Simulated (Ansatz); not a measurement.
`[O]=[Sn]`. Total charge 0; spin multiplicity 1. Sn takes the def2 core potential. All single points use the PBE0-D4/def2-TZVP geometry.

```xyz
2

O    -0.845   -0.179   -0.282
Sn    0.845    0.179    0.282
```

(1) What is the dipole moment at ωB97M-V/def2-TZVPP? (Estimate.)

(2) And with PBE, r2SCAN, B3LYP? (An estimate is asked.)

(3) Give the Mulliken charges with ωB97M-V, PBE, r2SCAN in def2-TZVPP. (Estimate.)

Results:

(1) Computed: 4.42 D, with components (4.11, 0.87, 1.37) D in this frame, pointing from negative to positive charge.

(2) Computed: PBE 3.80 D, r2SCAN 3.95 D, B3LYP 4.22 D.

(3) The calculation gave: 
```tsv
atom	ωB97M-V	PBE	r2SCAN
O1	-0.63	-0.56	-0.61
Sn2	0.63	0.56	0.61
```

B3LYP here is the variant with VWN-RPA as its local correlation; programs differ in this.
